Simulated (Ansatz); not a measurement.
Cost and result for the atomization energy of CH₇BO₃Si, SMILES `OB(O)OC[SiH3]` (13 atoms, 12 bonds).

Z-matrix (Å, degrees):
```
C
O 1 1.414
Si 1 1.892 2 108.8
H 1 1.100 2 111.3 3 -120.2
H 1 1.100 2 111.3 3 120.2
B 2 1.368 1 121.1 3 179.9
H 3 1.488 1 108.1 2 -179.9
H 3 1.484 1 109.9 2 -60.5
H 3 1.484 1 109.9 2 60.6
O 6 1.360 2 116.5 1 -179.9
O 6 1.372 2 124.2 1 0.1
H 10 0.959 6 111.7 2 -180.0
H 11 0.959 6 114.3 2 0.1
```

Total charge 0; spin multiplicity 1. The structure was optimised at the PBE0-D4/def2-TZVP level. It is one conformer, not always the lowest. Program: Ansatz. All runs use 2 threads of an AMD EPYC 7R13 on a shared host and a share of an NVIDIA H100 80 GB. Times are those of one run each, without the atoms' runs, and a repeat can differ threefold. Electronic energies, without spin–orbit coupling; frozen cores. CCSD(T)/CBS adds CCSD(T) − MP2 in def2-TZVPP to the MP2 limit, and its time is that of the two runs behind it. T1 = 0.012. B3LYP takes the VWN-RPA correlation (the form of Gaussian; ORCA's B3LYP/G).

CCSD(T)/CBS is a level of theory with its own doubt, some kJ/mol a heavy atom from the limit and from the frozen cores, so smaller differences don't rank the functionals.

```json
{"level": "PBE0-D4/def2-TZVPP", "functions": "295", "wall time": "1.8 s", "atomization (kcal/mol)": "1211.9", "difference from CCSD(T)/CBS": "-6.9", "per bond": "-0.6"}
{"level": "B2PLYP/def2-TZVPP", "functions": "295", "wall time": "2.1 s", "atomization (kcal/mol)": "1205.3", "difference from CCSD(T)/CBS": "-13.5", "per bond": "-1.1"}
{"level": "B3LYP-D4/def2-TZVPP (with forces)", "functions": "295", "wall time": "2.2 s", "atomization (kcal/mol)": "1215.4", "difference from CCSD(T)/CBS": "-3.4", "per bond": "-0.3"}
{"level": "PBE-D4/def2-TZVPP (with forces)", "functions": "295", "wall time": "2.4 s", "atomization (kcal/mol)": "1236.0", "difference from CCSD(T)/CBS": "17.2", "per bond": "1.4"}
{"level": "ωB97X-V/def2-TZVPP", "functions": "295", "wall time": "2.9 s", "atomization (kcal/mol)": "1219.6", "difference from CCSD(T)/CBS": "0.8", "per bond": "0.1"}
{"level": "r2SCAN-D4/def2-TZVPP (with forces)", "functions": "295", "wall time": "2.9 s", "atomization (kcal/mol)": "1221.5", "difference from CCSD(T)/CBS": "2.7", "per bond": "0.2"}
{"level": "MP2/def2-QZVPP", "functions": "565", "wall time": "3 s", "atomization (kcal/mol)": "1231.8", "difference from CCSD(T)/CBS": "13.0", "per bond": "1.1"}
{"level": "ωB97M-V/def2-TZVPP (with forces)", "functions": "295", "wall time": "3.6 s", "atomization (kcal/mol)": "1222.2", "difference from CCSD(T)/CBS": "3.4", "per bond": "0.3"}
{"level": "CCSD(T)/def2-TZVPP", "functions": "295", "wall time": "4.1 s", "atomization (kcal/mol)": "1186.9", "difference from CCSD(T)/CBS": "-31.9", "per bond": "-2.7"}
{"level": "CCSD(T)/CBS(def2)", "functions": "–", "wall time": "7.1 s", "atomization (kcal/mol)": "1218.8", "difference from CCSD(T)/CBS": "0.0", "per bond": "0.0"}
```

The D4 term adds +9.2 kcal/mol with B3LYP and +4.9 kcal/mol with PBE0; it sums over pairs of atoms, weighted by their polarisabilities, and B3LYP, whose exchange is more repulsive, gets the larger term. In def2-TZVPP, CCSD(T) changes the Hartree–Fock value by +296.8 kcal/mol (the triples alone add +17.1 kcal/mol) and MP2 by +322.8 kcal/mol; breaking electron pairs costs correlation energy, which Hartree–Fock lacks. From PBE to PBE0 (25 % exact exchange), in def2-TZVPP and without D4, the atomization energy moves by −23.2 kcal/mol: exact exchange takes away binding that semilocal exchange gives to molecules.
